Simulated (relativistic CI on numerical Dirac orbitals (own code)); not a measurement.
**Hyperfine structure of Ti18+, mass number 49**

Computed by Dirac-Coulomb-Breit CI, separate exchange-only KLI orbitals for each configuration, model QED, unscaled Slater integrals (own radial code, finite nucleus).

Configurations in the expansion (outside the closed core 1s2): 2s², 2s2p, 2p², 2p3s, 2p3p, 2s3s, 2s3p, 2s3d, 2s4s, 2s4p, 2s4d, 2s4f, 3s², 3s3p, 3p². Levels of other configurations are missing.

Nuclear spin I = 7/2, μ = -1.1037 μN, Q = 0.247 b (tables of Stone and Pyykkö). The electronic factors are computed for point nuclear moments, without core polarisation or the Bohr-Weisskopf and QED corrections.

```json
{"Level": "2s2p ³P°1", "E (Ry)": "2.7859", "A (MHz)": "-41590", "B (MHz)": "-4050"}
{"Level": "2s2p ³P°2", "E (Ry)": "3.1724", "A (MHz)": "-27950", "B (MHz)": "8170"}
{"Level": "2s2p ¹P°1", "E (Ry)": "5.4963", "A (MHz)": "-3789", "B (MHz)": "8130"}
{"Level": "2p² ³P1", "E (Ry)": "7.3597", "A (MHz)": "300.2", "B (MHz)": "4040"}
{"Level": "2p² ³P2", "E (Ry)": "7.6150", "A (MHz)": "-8321", "B (MHz)": "-5510"}
{"Level": "2p² ¹D2", "E (Ry)": "8.4232", "A (MHz)": "-8618", "B (MHz)": "13500"}
{"Level": "2s3s ³S1", "E (Ry)": "56.1874", "A (MHz)": "-60540", "B (MHz)": "-0.541"}
{"Level": "2s3p ³P°1", "E (Ry)": "57.4741", "A (MHz)": "-50430", "B (MHz)": "524"}
```

Levels with J = 0, under 50 % of one LS term, or S terms without an open s electron are left out. Small factors come from cancelling terms and can be off by tens of per cent or more.

At this charge energies of transitions that change n are usually good to better than 1 %, and those within a shell (Δn = 0) to a few per cent.

Task: Give the hyperfine levels of 2s2p ³P°1 relative to its centre of gravity.

Result: With K = F(F + 1) − I(I + 1) − J(J + 1), E = AK/2 + B[¾K(K + 1) − I(I + 1)J(J + 1)]/[2I(2I − 1)J(2J − 1)]: F = 5/2: 185000, F = 7/2: 44490, F = 9/2: -146600 MHz.

LS names give the leading component of a level, which can be under half, so a name can repeat, a term be missing and a line seem to break the LS rules.
